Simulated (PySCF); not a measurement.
cyclotrisilazane (H₉N₃Si₃), SMILES N1[SiH2]N[SiH2]N[SiH2]1.

Coordinates come from a PBE-D3(BJ)/def2-SVP optimisation.

These are PBE-D3(BJ)/def2-SVP (PySCF 2.14.0) values and carry that method's errors.

Frequencies are harmonic and unscaled.

Computed vibrational spectrum:
| mode | ν (cm⁻¹) | IR (km/mol) | moving atoms (share of kinetic energy) |
|---|---|---|---|
| 1 | 77 | 0.8 | N 48 %, H 34 %, Si 18 % |
| 2 | 127 | 0.8 | N 49 %, H 31 %, Si 21 % |
| 3 | 166 | 1.3 | H 41 %, Si 36 %, N 24 % |
| 4 | 223 | 63.3 | H 49 %, N 29 %, Si 22 % |
| 5 | 272 | 7.8 | H 52 %, N 24 %, Si 24 % |
| 6 | 304 | 76.9 | N 48 %, H 39 %, Si 13 % |
| 7 | 326 | 23.2 | H 42 %, Si 36 %, N 21 % |
| 8 | 385 | 25.1 | H 62 %, N 31 % |
| 9 | 478 | 0.3 | H 52 %, Si 41 % |
| 10 | 563 | 4.7 | H 48 %, Si 43 %, N 9 % |
| 11 | 593 | 17.9 | H 39 %, Si 37 %, N 24 % |
| 12 | 615 | 12.1 | H 80 %, Si 17 % |
| 13 | 650 | 0.2 | H 52 %, Si 24 %, N 24 % |
| 14 | 662 | 27.0 | H 72 %, N 19 %, Si 10 % |
| 15 | 671 | 0.5 | H 90 % |
| 16 | 714 | 100.5 | H 55 %, N 29 %, Si 16 % |
| 17 | 742 | 18.5 | H 48 %, N 47 % |
| 18 | 755 | 0.5 | H 68 %, Si 22 %, N 10 % |
| 19 | 792 | 1.2 | H 63 %, N 24 %, Si 12 % |
| 20 | 877 | 79.3 | H 44 %, N 42 %, Si 14 % |
| 21 | 892 | 118.9 | H 52 %, N 36 %, Si 12 % |
| 22 | 903 | 0.4 | H 56 %, N 35 %, Si 9 % |
| 23 | 912 | 230.7 | H 94 % |
| 24 | 930 | 589.6 | H 70 %, Si 20 %, N 10 % |
| 25 | 952 | 400.1 | H 61 %, Si 26 %, N 13 % |
| 26 | 973 | 39.8 | H 94 % |
| 27 | 974 | 0.0 | H 86 %, Si 9 % |
| 28 | 1093 | 84.9 | H 67 %, N 31 % |
| 29 | 1114 | 195.6 | H 63 %, N 32 % |
| 30 | 1149 | 179.2 | H 66 %, N 30 % |
| 31 | 2119 | 10.9 | H 96 % |
| 32 | 2124 | 342.5 | H 96 % |
| 33 | 2136 | 245.0 | H 97 % |
| 34 | 2141 | 141.6 | H 98 % |
| 35 | 2169 | 125.3 | H 97 % |
| 36 | 2175 | 129.7 | H 97 % |
| 37 | 3518 | 24.1 | H 93 % |
| 38 | 3528 | 20.9 | H 93 % |
| 39 | 3528 | 56.8 | H 93 % |
